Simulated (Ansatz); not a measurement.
C3H7NO, triplet, at a GFN2-xTB geometry (a higher spin typed on purpose: for a closed-shell molecule this is an excited state); B3LYP/def2-SVP (Ansatz, a first-principles code).

Ansatz was given this input:
Ansatz 0.2 input:
```yaml
crystal:
  periodic: [false, false, false]
  atoms:
    - {symbol: C, position_ang: [1.43798509, -0.21479373, 0.40418359]}
    - {symbol: N, position_ang: [0.00821279, -0.33161500, 0.23877753]}
    - {symbol: C, position_ang: [-0.48626134, -1.66600490, 0.06696889]}
    - {symbol: C, position_ang: [-0.65928055, 0.69588540, -0.49319311]}
    - {symbol: O, position_ang: [-0.62168424, 1.93608778, -0.17996311]}
    - {symbol: H, position_ang: [1.67390001, 0.83187724, 0.58812928]}
    - {symbol: H, position_ang: [1.74408472, -0.81518089, 1.26239341]}
    - {symbol: H, position_ang: [1.99623087, -0.56263552, -0.47457389]}
    - {symbol: H, position_ang: [-1.56937853, -1.63569785, -0.03204501]}
    - {symbol: H, position_ang: [-0.05905694, -2.16689787, -0.81231222]}
    - {symbol: H, position_ang: [-0.22113001, -2.25521047, 0.94694802]}
    - {symbol: H, position_ang: [-0.40332508, 0.54582763, -1.57803379]}
basis:
  gaussian:
    orbitals: def2-SVP
    final_grid: {core_spheres: 14, valence_spheres: 28, degree: 59}
hamiltonian:
  xc: b3lyp
magnetization: {spin_polarized: true, initial_magnetization: 2}
```

Q: Write the output that Ansatz gives for this input, abridged.

A: 
```
Functional definition: B3LYP
1195 factors; their error is unknown
mean field evaluation 1: about -6745.5141 eV, gradient 4.0e1 eV
mean field evaluation 2: about -6705.2565 eV, gradient 9.0e1 eV
mean field evaluation 4: about -6752.8148 eV, gradient 5.3e0 eV
mean field evaluation 8: about -6753.1084 eV, gradient 1.9e0 eV
mean field evaluation 16: about -6753.1009 eV, gradient 3.8e-2 eV
mean field -6753.10090356 eV, -248.1718807897 hartree, gradient 5.2e-5 eV, S^2 2.007757; 2 other end points of the search recorded, 0 dependent functions left out
reference -6753.10113502 eV, -248.1718892955 hartree; 21, 19 occupied and 84, 86 virtual orbitals, 1195 factors
Total energy: -6753.10113502 eV, -248.1718892955 hartree
```
